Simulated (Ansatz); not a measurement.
The cluster InSi6⁻. Total charge -1; singlet. Geometry PBE0-D4/def2-SVPD; atoms count from 1.

```xyz
7

In    0.661   -1.004    1.221
Si   -2.259    0.240    0.215
Si   -0.846   -0.635   -2.478
Si   -1.254   -1.812   -0.451
Si    2.548    0.568    1.924
Si   -0.307    0.839   -0.853
Si    1.457    1.803    0.422
```

In the def2 sets In takes a core potential; there is no spin–orbit coupling. The restricted singlet is unstable towards broken spin symmetry in Hartree–Fock (as tested in another run); at PBE0-D4/def2-TZVPD this wasn't settled. Another isomer (singlet) lies 1.19 eV lower at PBE0-D4/def2-TZVPD; other spin states weren't run for this one.

(1) Estimate the Mulliken populations from the PBE0/def2-TZVPD orbitals of Ansatz.

(2) And the Mayer bond orders between bonded heavy atoms (over 0.3)?

Answers

(1) 
| atom | charge (e) |
| --- | --- |
| In1 | 0.30 |
| Si2 | -0.22 |
| Si3 | -0.29 |
| Si4 | -0.23 |
| Si5 | -0.33 |
| Si6 | 0.16 |
| Si7 | -0.40 |
Mulliken values and Mayer orders depend strongly on the basis. With diffuse functions, as here, like atoms can get unlike values, and bond orders can come out too low or too high.

(2) In1–Si4 0.58 (2.67 Å); In1–Si5 0.88 (2.56 Å); In1–Si7 0.57 (3.03 Å); Si2–Si4 0.88 (2.38 Å); Si2–Si6 0.89 (2.30 Å); Si3–Si4 0.83 (2.38 Å); Si3–Si6 0.94 (2.26 Å); Si5–Si7 1.42 (2.23 Å); Si6–Si7 0.58 (2.38 Å). Values over 0.3 also appear between atoms too far apart for a bond (Si2–Si3 0.44 at 3.16 Å; Si4–Si6 0.48 at 2.84 Å); they arise where an orbital or an unpaired electron spreads over both atoms.
